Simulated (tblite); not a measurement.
Compound: C5H15OPSi.
Numbering: `[CH3:1][CH2:2][O:3][CH2:4][Si@H:5]([PH2:6])[CH2:7][CH3:8]` (hydrogens: H9, H10, H11 on C1; H12, H13 on C2; H14, H15 on C4; H16 on Si5; H17, H18 on P6; H19, H20 on C7; H21, H22, H23 on C8)

The geometry is computed with GFN2-xTB (gas phase).

Problem. What internal coordinates does the optimisation give?

Solution. 
```
                  bond  length (Å)
                 C1–C2       1.527
                 C2–O3       1.408
                 O3–C4       1.414
                C4–Si5       1.921
                Si5–P6       2.234
                Si5–C7       1.917
                 C7–C8       1.525
 C1–H9, C1–H10, C1–H11       1.087
                C2–H12       1.102
                C2–H13       1.093
                C4–H14       1.095
                C4–H15       1.098
               Si5–H16       1.474
        P6–H17, P6–H18       1.387
                C7–H19       1.091
                C7–H20       1.092
C8–H21, C8–H22, C8–H23       1.088
```

Bonds in one row agree within 0.01 Å and their mean is given. A selection of angles:
```
    angle  degrees
 C1–C2–O3    113.9
 C2–O3–C4    116.2
O3–C4–Si5    102.3
C4–Si5–P6     96.8
C4–Si5–C7    111.5
P6–Si5–C7    118.7
Si5–C7–C8    113.2
```

Dihedral angles: C1–C2–O3–C4 70° (synclinal); C2–O3–C4–Si5 173° (antiperiplanar); O3–C4–Si5–P6 -6° (synperiplanar); C4–Si5–C7–C8 -68° (synclinal).

Of the pairs four or more bonds apart, C1···H14 is among the closest relative to their van der Waals radii: 2.83 Å, 98 % of the sum of Bondi's values. P6 (three-coordinate phosphorus) is pyramidal (angles 96.1°, 95.2° and 91.7°, sum 283.0°, 0.84 Å off the plane of its three neighbours). Si5 (SiH silicon) has angles from 96.8° to 118.7°.

Point group: C1 (no symmetry element, even within 0.4 Å). Its GFN2-xTB frequencies are all real (lowest 25 cm⁻¹). One conformer, not necessarily the lowest (C1–C2–O3–C4 70°, C2–O3–C4–Si5 173°, O3–C4–Si5–P6 -6°, C4–Si5–P6–H -73° and -165°, C4–Si5–C7–C8 -68°).
